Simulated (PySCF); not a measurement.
H$_{3}$GaSe$_{2}$, singlet, at a GFN2-xTB geometry (such geometries of metal compounds can be far from the true shape); DF-HF/def2-QZVP run with PySCF.

PySCF was given this input:
```python
from pyscf import gto, scf

mol = gto.Mole()
mol.atom = '''
    Ga   -0.484067   -0.348440   -0.508601
    H    -1.455179   -1.047463   -1.528933
    Se   -0.420744    1.995761   -0.436559
    H     0.723752    2.000949    0.451102
    Se    0.845716   -1.689858    0.883071
    H     1.288424   -0.552550    1.663058
'''
mol.basis = 'def2-qzvp'
mol.charge = 0
mol.spin = 0
mol.verbose = 4
mol.max_memory = 1800
mol.build()

mf = scf.RHF(mol)
mf = mf.density_fit(auxbasis='def2-universal-jkfit')
mf.kernel()
```

Output, abridged:

```
PySCF version 2.14.0

[INPUT] verbose = 4
[INPUT] num. atoms = 6
[INPUT] num. electrons = 102
[INPUT] charge = 0
[INPUT] spin (= nelec alpha-beta = 2S) = 0
[INPUT] symmetry False subgroup None
[INPUT] Mole.unit = angstrom
[INPUT] Symbol           X                Y                Z      unit          X                Y                Z       unit  Magmom
[INPUT]  1 Ga    -0.484067000000  -0.348440000000  -0.508601000000 AA   -0.914754055940  -0.658456170843  -0.961116596680 Bohr   0.0
[INPUT]  2 H     -1.455179000000  -1.047463000000  -1.528933000000 AA   -2.749889772218  -1.979418195615  -2.889264632810 Bohr   0.0
[INPUT]  3 Se    -0.420744000000   1.995761000000  -0.436559000000 AA   -0.795090928554   3.771441700088  -0.824976947214 Bohr   0.0
[INPUT]  4 H      0.723752000000   2.000949000000   0.451102000000 AA    1.367693062106   3.781245599222   0.852459234244 Bohr   0.0
[INPUT]  5 Se     0.845716000000  -1.689858000000   0.883071000000 AA    1.598171619163  -3.193368809405   1.668762338546 Bohr   0.0
[INPUT]  6 H      1.288424000000  -0.552550000000   1.663058000000 AA    2.434768492317  -1.044168170128   3.142724149267 Bohr   0.0

nuclear repulsion = 691.796921700128
number of shells = 105
number of NR pGTOs = 567
number of NR cGTOs = 315
basis = def2-qzvp
ecp = {}

******** <class 'pyscf.df.df_jk.DFRHF'> ********
method = DFRHF
initial guess = minao
damping factor = 0
level_shift factor = 0
DIIS = <class 'pyscf.scf.diis.CDIIS'>
diis_start_cycle = 1
diis_space = 8
diis_damp = 0
SCF conv_tol = 1e-09
SCF conv_tol_grad = None
SCF max_cycles = 50
direct_scf = False
Set gradient conv threshold to 3.16228e-05
Initial guess from minao.
******** <class 'pyscf.df.df.DF'> ********
auxbasis = def2-universal-jkfit
init E= -6717.65116520071
  HOMO = -0.285855130341778  LUMO = 0.017693640344276  gap/eV = 8.25998
cycle= 1 E= -6724.82852822409  delta_E= -7.18  |g|= 0.936  |ddm|= 2.39
  HOMO = -0.361569114268846  LUMO = 0.0173704042017284  gap/eV = 10.31147
cycle= 2 E= -6724.87890473796  delta_E= -0.0504  |g|= 0.527  |ddm|= 0.593
  HOMO = -0.353866791497411  LUMO = 0.0436600703749555  gap/eV = 10.81726
cycle= 3 E= -6724.89783285412  delta_E= -0.0189  |g|= 0.116  |ddm|= 0.26
  HOMO = -0.355118701312483  LUMO = 0.0451749797071364  gap/eV = 10.89255
cycle= 4 E= -6724.89934328942  delta_E= -0.00151  |g|= 0.0324  |ddm|= 0.0741
  HOMO = -0.355517668661769  LUMO = 0.0453129643268606  gap/eV = 10.90716
cycle= 5 E= -6724.89957033054  delta_E= -0.000227  |g|= 0.00844  |ddm|= 0.0271
  HOMO = -0.355108190853495  LUMO = 0.0456540902403524  gap/eV = 10.90530
cycle= 6 E= -6724.8996181863  delta_E= -4.79e-05  |g|= 0.00226  |ddm|= 0.0168
  HOMO = -0.35532566016101  LUMO = 0.0457241274382889  gap/eV = 10.91312
cycle= 7 E= -6724.89961983116  delta_E= -1.64e-06  |g|= 0.000687  |ddm|= 0.00239
  HOMO = -0.355395256219046  LUMO = 0.0456713993233406  gap/eV = 10.91358
cycle= 8 E= -6724.89962014113  delta_E= -3.1e-07  |g|= 0.00016  |ddm|= 0.00128
  HOMO = -0.355378805914352  LUMO = 0.0456837661158478  gap/eV = 10.91347
cycle= 9 E= -6724.8996201575  delta_E= -1.64e-08  |g|= 3.19e-05  |ddm|= 0.000313
  HOMO = -0.355383953784717  LUMO = 0.0456815963822352  gap/eV = 10.91355
cycle= 10 E= -6724.89962015849  delta_E= -9.9e-10  |g|= 1.05e-05  |ddm|= 8.35e-05
  HOMO = -0.355384192189332  LUMO = 0.0456826226756171  gap/eV = 10.91358
Extra cycle  E= -6724.89962015858  delta_E= -9.37e-11  |g|= 5.1e-06  |ddm|= 1.63e-05
converged SCF energy = -6724.89962015858
```
